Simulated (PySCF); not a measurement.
## Magnetisability: `B[O][AlH][C]#CCC=C`, C5H8AlBO

Cartesian coordinates in Å; atom numbers follow the order of the lines, from 1:
```xyz
16

B     3.879   -1.977    0.677
O     3.017   -1.636   -0.279
Al    1.924   -1.222   -1.470
C     0.330   -0.199   -1.084
C    -0.677    0.439   -0.848
C    -1.870    1.207   -0.537
C    -1.953    1.476    0.938
C    -2.980    1.137    1.693
H     3.552   -2.750    1.506
H     4.958   -1.503    0.687
H     2.328   -1.734   -2.851
H    -1.822    2.158   -1.081
H    -2.754    0.659   -0.875
H    -1.090    1.971    1.364
H    -3.004    1.348    2.749
H    -3.846    0.637    1.288
```

Method used: GIAO BHandHLYP/pcSseg-1 magnetisability, rotational g tensor and spin-rotation constants, non-relativistic, gas phase (PySCF). Geometry: GFN2-xTB.

How diamagnetic is it, and how anisotropic?

Isotropic -1157 × 10⁻³⁰ J/T², or -69.7 × 10⁻⁶ cm³/mol; principal values -1345, -1125, -1000 × 10⁻³⁰ J/T², anisotropy 302 × 10⁻³⁰ J/T² (root of half the summed squared differences of the principal values). The susceptibility is in cgs units.

Split it along the inertial axes a, b, c into diamagnetic and paramagnetic parts about the centre of mass, with the quadrupole moment.


| axis | χ (10⁻⁶ cm³/mol) | diamagnetic (10⁻⁶ cm³/mol) | paramagnetic (10⁻⁶ cm³/mol) | summed x² of all electrons (Å²) | quadrupole Θ (D Å) |
| --- | --- | --- | --- | --- | --- |
| a | -78.0 | -444.6 | 366.6 | 496.7 | -0.22 |
| b | -64.0 | -2191.9 | 2127.9 | 84.8 | -4.02 |
| c | -66.9 | -2466.9 | 2400.0 | 20.0 | +4.25 |

Anisotropies 2χaa − χbb − χcc = -25.1 and 2χbb − χaa − χcc = +16.9 × 10⁻⁶ cm³/mol. Θ is traceless in Buckingham's convention.

And the rotational g tensor?


| axis | rotational constant (GHz) | g | nuclear part | electronic part |
| --- | --- | --- | --- | --- |
| a | 3.7052 | -0.0354 | 0.6027 | -0.6381 |
| b | 0.5634 | -0.0085 | 0.5547 | -0.5632 |
| c | 0.5002 | -0.0080 | 0.5559 | -0.5639 |

Asymmetric top; isotopes 27Al, 11B, 12C, 1H, 16O; no vibrational averaging.
